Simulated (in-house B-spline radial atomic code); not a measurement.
**RPA and G0W0 on PBE0: P13+**

Configuration 1s2, mean-field start PBE0. Computed with an all-electron radial atomic-structure program (B-spline basis): all electrons, non-relativistic, point nucleus, each spin shell either full or empty, empty states to l = 9 with an (l + 1/2)⁻⁴ tail; G0W0 by contour deformation at full frequency.

Relativity, left out, deepens the 1s level by about Z⁴α²/8 hartree.

Command:
```bash
python run_gw.py task.json out
```
Settings (radii: box in bohr, nucleus in fm):
```
Z                        15
electrons                2
configuration            1s2
hamiltonian              nr
method                   pbe0
lmax                     9
spin_polarised           False
box_radius               5.53
intervals                44
ion_configuration        1s1
```

Cost of the run: 0.6 s on 1 thread of Intel(R) Xeon(R) Platinum 8488C, with other jobs on the host.

Energies (hartree):

```csv
term,value
mean-field total,-215.64713
Hartree-Fock functional on these orbitals,-215.73525
direct second order,-0.092835
second-order exchange,0.046418
SOSEX correction,0.045629
```

Question: What is the RPA correlation energy, and what remains with SOSEX?

Answer: RPA gives -0.091257 hartree (-1.24 eV per electron); RPA + SOSEX gives -0.045627, and the second-order doubles -0.046417 hartree (no singles). SOSEX takes back 50 % of the RPA value, the self-correlation of each of the two electrons.

Quasi-particle levels (eV):

```tsv
level	occupied	mean field	Σx - vxc	Σc	QP weight	G0W0
1s	yes	-2741.72	-69.11	?	?	?
2s	no	-621.80	12.36	-0.24	1.000	-609.68
```

G0W0 = mean field + (Σx - vxc) + Σc, with Σc (partial-wave tail included) taken at the quasi-particle energy.

Question: Where does G0W0 put 1s?

Answer: At -2810.28 eV, with Σc = 0.54 eV and a quasi-particle weight of 0.999. The tabulated removal energy is 2816.909 eV (NIST, tabulated theory); the calculation leaves out relativity, Breit and QED terms, and what these don't explain is the method's own error.

Question: What does it cost to remove one electron (to 1s1) by differences of total energies, each species on its own start (correlation terms add to the Hartree-Fock functional)?

Answer: PBE0 2808.61 eV, Hartree-Fock functional 2809.19 eV, + RPA 2811.04 eV, + RPA + SOSEX 2810.43 eV, + second order 2810.45 eV. Tabulated: 2816.909 eV (NIST, tabulated theory); the calculation leaves out relativity, Breit and QED terms, and what these don't explain is the method's own error.
